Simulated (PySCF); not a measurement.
Method: PBE-D3(BJ)/def2-TZVP (PySCF). Gas-phase values, no solvent. Excitations are Tamm–Dancoff values on a coarser integration grid. The basis has no diffuse functions, so Rydberg states are missing or too high.

Reference species (SMILES): `C[SiH]=[SiH2]` (neutral, multiplicity 1).

```
Quantity                                        Value
-------------------------------------------  --------
brightest of the four lowest singlets (TDA)   4.39 eV
HOMO                                         -5.04 eV
dipole moment                                  1.45 D
```

Changed species: `C=[SiH][SiH3]`.

Task: Give the shifts of the brightest of the four lowest singlets (TDA), HOMO and dipole moment.

Result: the brightest of the four lowest singlets (TDA) rises by 0.80 eV, to 5.19 eV; the HOMO drops by 0.62 eV, to -5.66 eV; the dipole moment falls by 0.87 D, to 0.58 D.
